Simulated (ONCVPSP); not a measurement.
# Before and after: ONCV potential for antimony (Sb)

| Item | Value |
| --- | --- |
| Element | antimony |
| Generator | ONCVPSP 4.0.1 |
| Type | optimised norm-conserving Vanderbilt (ONCV) |
| Functional | PW91 |
| Relativity | scalar-relativistic |
| Frozen core | [Kr] 4d10 |
| Valence charge | 5 |
| Reference configuration | 5s2 5p2 (charge +1) |
| Partial waves | 5s: rc 1.75 bohr, ncon 5, nbas 9, qcut 4.5 1/bohr, 1 projector; 5p: rc 1.85 bohr, ncon 3, nbas 7, qcut 5.1 1/bohr, 2 projectors, debl 3 Ha |
| Local potential | polynomial inside 1.20 bohr (lpopt 5, dvloc0 -1 Ha) |
| Core correction | Teter function, fcfact 5.5, rcfact 1.4 |

Change: s: qcut 2.8.

Cutoffs: the cutoffs (Ha) at which the residual kinetic energy of the hardest occupied pseudo-wave falls to 1 and 0.1 mHa per electron; they do not see the model core or the augmentation charge, which bear on the density cutoff. Errors are all-electron minus pseudo energies relative to the spin-unpolarised reference configuration.

Question: What does the change do?

Answer: The potential gets softer (35 Ha and 71 Ha → 22 Ha and 61 Ha); both files keep a bound ghost (s); the errors of the 4 common tests hardly move. The waves are optimised to have the least kinetic energy above qcut, so the cutoff follows it (qcut²/2 in Ha).

| quantity | base | changed |
| --- | --- | --- |
| cutoff, loose | 35 Ha | 22 Ha |
| cutoff, tight | 71 Ha | 61 Ha |
| loose cutoff by channel | s 35 Ha, p 6.6 Ha | s 22 Ha, p 6.6 Ha |
| bound ghosts | s | s |
| GHOST(+) flags under 300 eV | p at 32.0 eV | p at 32.0 eV |
| error for 5s2 5p3, meV [ΔE -8.38 eV] | -10 | -11 |
| error for 5s2 5p1, meV [ΔE 16.05 eV] | -46 | -46 |
| error for 5s2 5p0, meV [ΔE 40.56 eV] | -261 | -262 |
| error for 5s1 5p4, meV [ΔE -0.24 eV] | -14 | -15 |
| s: phases at 1.78 bohr within 0.05 rad from the reference energy up to (Ha; the scan ends near 5) | 1.0 | 1.0 |
| p: phases at 1.88 bohr within 0.05 rad from the reference energy up to (Ha; the scan ends near 5) | 1.1 | 1.1 |
| rms error of d²Exc/dni dnj with the model core, mHa | 1.74 | 1.79 |

Changed file: The cutoffs count occupied waves only; projector 2 of the p channel, the hardest unoccupied one, needs 55 Ha at the loose tolerance. A true bound ghost makes a file unfit for plane-wave use even where its test errors are small: the radial tests pick states by their node count and pass the ghost by.
